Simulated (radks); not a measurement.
The numbers below are computed, except where a source is named.
Tb II, 64 electrons, occupied as [Xe] 4f9 6s1 (the NIST ground configuration). Level of theory: scalar-relativistic Kohn-Sham, BLYP, spin-unpolarised, spherical densities, finite nucleus; Fermi nuclear charge, rms radius 5.06 fm (a radial shooting solver on a logarithmic mesh with Libxc functionals).

Local quantities along the radius. ELF = 1/(1 + alpha^2) is the electron localisation function; alpha = (tau - tau_W)/tau_unif compares the Pauli kinetic energy density with that of the uniform gas; 4 pi r^2 rho is in e/bohr. tau is taken from the large components.

r (bohr),ELF,alpha,4 pi r^2 rho
0.0007735,0.999,0.02364,2.882
0.001048,0.999,0.02394,4.750
0.001432,0.999,0.02498,7.827
0.001941,0.999,0.02699,12.51
0.002631,0.999,0.03050,19.52
0.003594,0.999,0.03669,29.80
0.00487,0.998,0.04723,43.08
0.006601,0.996,0.06668,58.74
0.009018,0.989,0.1072,74.51
0.01222,0.963,0.1966,84.95
0.01656,0.853,0.4154,86.37
0.02245,0.548,0.9085,80.18
0.03067,0.329,1.429,77.30
0.04156,0.459,1.086,90.29
0.05633,0.707,0.6437,111.3
0.07695,0.699,0.6564,111.9
0.1043,0.401,1.223,91.31
0.1413,0.427,1.158,91.15
0.1931,0.725,0.6154,102.0
0.2617,0.576,0.8577,71.04
0.3547,0.234,1.811,43.83
0.4845,0.663,0.7127,52.08
0.6567,0.653,0.7284,40.87
0.89,0.344,1.382,20.23
1.216,0.448,1.110,12.06
1.648,0.590,0.8330,6.908
2.233,0.293,1.552,2.486
3.051,0.080,3.399,0.7467
4.135,0.254,1.714,0.3131
5.604,0.658,0.7209,0.09217
7.656,0.560,0.8871,0.009978
10.38,0.072,3.591,0.0003221

On this mesh the ELF has minima near r = 0.031, 0.12, 0.35, 1.0, 3.1 bohr, which separate the shells, and maxima near 0.066 (0.74), 0.22 (0.73), 0.56 (0.72), 1.6 (0.59), 6.5 (0.68).
